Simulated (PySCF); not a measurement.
C$_{2}$H$_{5}$AlBrN, singlet, geometry from GFN2-xTB (such geometries of metal compounds can be far from the true shape); DF-PBE/STO-3G run with PySCF.

Input for PySCF:
```python
from pyscf import gto, scf, dft

mol = gto.Mole()
mol.atom = '''
    Al    0.66362164    0.12198288   -0.01607354
    Br   -1.53515878    0.06784132    0.50973930
    C     1.24927514   -0.92164224   -1.58455666
    C     2.52261092   -0.95158289   -1.97181179
    H     0.53062600   -1.50056540   -2.17039374
    H     2.86789790   -1.51641299   -2.82841904
    H     3.28806760   -0.40382609   -1.44080082
    N     1.68043428    1.11419194    1.04651215
    H     1.34465053    1.63914061    1.84668836
    H     2.67787777    1.26144753    0.97363146
'''
mol.basis = 'sto-3g'
mol.verbose = 4
mol.max_memory = 1800
mol.build()

mf = dft.RKS(mol)
mf.xc = 'pbe'
mf = mf.density_fit(auxbasis='def2-universal-jkfit')
mf.kernel()
```

**Question.** What does PySCF print? Leave out banner, timings and long lists.

**Answer.** 
```
PySCF version 2.14.0

[INPUT] verbose = 4
[INPUT] num. atoms = 10
[INPUT] num. electrons = 72
[INPUT] charge = 0
[INPUT] spin (= nelec alpha-beta = 2S) = 0
[INPUT] symmetry False subgroup None
[INPUT] Mole.unit = angstrom
[INPUT] Symbol           X                Y                Z      unit          X                Y                Z       unit  Magmom
[INPUT]  1 Al     0.663621640000   0.121982880000  -0.016073540000 AA    1.254063149935   0.230514235086  -0.030374588452 Bohr   0.0
[INPUT]  2 Br    -1.535158780000   0.067841320000   0.509739300000 AA   -2.901029651921   0.128201514729   0.963267671928 Bohr   0.0
[INPUT]  3 C      1.249275140000  -0.921642240000  -1.584556660000 AA    2.360787868828  -1.741651418431  -2.994378116256 Bohr   0.0
[INPUT]  4 C      2.522610920000  -0.951582890000  -1.971811790000 AA    4.767043757637  -1.798231046922  -3.726184252288 Bohr   0.0
[INPUT]  5 H      0.530626000000  -1.500565400000  -2.170393740000 AA    1.002737814573  -2.835657637998  -4.101449751070 Bohr   0.0
[INPUT]  6 H      2.867897900000  -1.516412990000  -2.828419040000 AA    5.419541584215  -2.865605242833  -5.344937351105 Bohr   0.0
[INPUT]  7 H      3.288067600000  -0.403826090000  -1.440800820000 AA    6.213547243056  -0.763120712054  -2.722718949849 Bohr   0.0
[INPUT]  8 N      1.680434280000   1.114191940000   1.046512150000 AA    3.175560559531   2.105517616798   1.977621349530 Bohr   0.0
[INPUT]  9 H      1.344650530000   1.639140610000   1.846688360000 AA    2.541021234951   3.097526832553   3.489735237822 Bohr   0.0
[INPUT] 10 H      2.677877770000   1.261447530000   0.973631460000 AA    5.060455580361   2.383790352209   1.839896805660 Bohr   0.0

nuclear repulsion = 348.441133102777
number of shells = 27
number of NR pGTOs = 141
number of NR cGTOs = 47
basis = sto-3g
ecp = {}

******** <class 'pyscf.df.df_jk.DFRKS'> ********
method = DFRKS
initial guess = minao
damping factor = 0
level_shift factor = 0
DIIS = <class 'pyscf.scf.diis.CDIIS'>
diis_start_cycle = 1
diis_space = 8
diis_damp = 0
SCF conv_tol = 1e-09
SCF conv_tol_grad = None
SCF max_cycles = 50
direct_scf = False
XC library pyscf.dft.libxc version 7.1.2
    S. Lehtola, C. Steigemann, M. J. T. Oliveira, and M. A. L. Marques,  SoftwareX 7, 1–5 (2018)
XC functionals = pbe
    J. P. Perdew, K. Burke, and M. Ernzerhof,  Phys. Rev. Lett. 77, 3865 (1996)
    J. P. Perdew, K. Burke, and M. Ernzerhof,  Phys. Rev. Lett. 78, 1396 (1997)
    J. P. Perdew, K. Burke, and M. Ernzerhof,  Phys. Rev. Lett. 77, 3865 (1996)
    J. P. Perdew, K. Burke, and M. Ernzerhof,  Phys. Rev. Lett. 78, 1396 (1997)
radial grids:
    Treutler-Ahlrichs [JCP 102, 346 (1995); DOI:10.1063/1.469408] (M4) radial grids

becke partition: Becke, JCP 88, 2547 (1988); DOI:10.1063/1.454033
pruning grids: <function nwchem_prune>
grids dens level: 3
symmetrized grids: False
atomic radii adjust function: <function treutler_atomic_radii_adjust>
small_rho_cutoff = 0
Set gradient conv threshold to 3.16228e-05
Initial guess from minao.
tot grids = 130784
init E= -2913.83849242513
  HOMO = -0.382628447522936  LUMO = -0.136696951824081  gap/eV = 6.69214
cycle= 1 E= -2916.93737649787  delta_E= -3.1  |g|= 0.687  |ddm|=    4
  HOMO = 0.0106712581806111  LUMO = 0.103870071375634  gap/eV = 2.53607
cycle= 2 E= -2916.2382755332  delta_E= 0.699  |g|= 1.61  |ddm|= 3.11
  HOMO = -0.0571282104745072  LUMO = 0.0949743776737624  gap/eV = 4.13892
cycle= 3 E= -2917.09627877899  delta_E= -0.858  |g|= 0.241  |ddm|= 2.38
  HOMO = -0.084065579273545  LUMO = 0.0759704041669733  gap/eV = 4.35480
cycle= 4 E= -2917.12056147915  delta_E= -0.0243  |g|= 0.115  |ddm|= 0.647
  HOMO = -0.0911836529412916  LUMO = 0.0717659419843946  gap/eV = 4.43408
cycle= 5 E= -2917.12353097586  delta_E= -0.00297  |g|= 0.0649  |ddm|=  0.2
  HOMO = -0.0923673972836856  LUMO = 0.0707335278148541  gap/eV = 4.43820
cycle= 6 E= -2917.12486010731  delta_E= -0.00133  |g|= 0.013  |ddm|= 0.097
  HOMO = -0.0921968232522654  LUMO = 0.0712981773992963  gap/eV = 4.44893
cycle= 7 E= -2917.124928339  delta_E= -6.82e-05  |g|= 0.0014  |ddm|= 0.0207
  HOMO = -0.0925176249243513  LUMO = 0.0712537362585207  gap/eV = 4.45645
cycle= 8 E= -2917.12492917027  delta_E= -8.31e-07  |g|= 0.000195  |ddm|= 0.00255
  HOMO = -0.0925265431110315  LUMO = 0.0713029143541292  gap/eV = 4.45803
cycle= 9 E= -2917.12492918615  delta_E= -1.59e-08  |g|= 5.66e-05  |ddm|= 0.000516
  HOMO = -0.092530288735174  LUMO = 0.0712921357942011  gap/eV = 4.45784
cycle= 10 E= -2917.12492918773  delta_E= -1.57e-09  |g|= 6.58e-06  |ddm|= 0.000141
  HOMO = -0.0925304128678879  LUMO = 0.0712932585845651  gap/eV = 4.45787
cycle= 11 E= -2917.12492918775  delta_E= -2.64e-11  |g|= 8.56e-07  |ddm|= 1.35e-05
  HOMO = -0.0925299849428753  LUMO = 0.0712931967902112  gap/eV = 4.45786
Extra cycle  E= -2917.12492918774  delta_E= 1.27e-11  |g|= 1.65e-06  |ddm|= 3.98e-06
converged SCF energy = -2917.12492918774
```
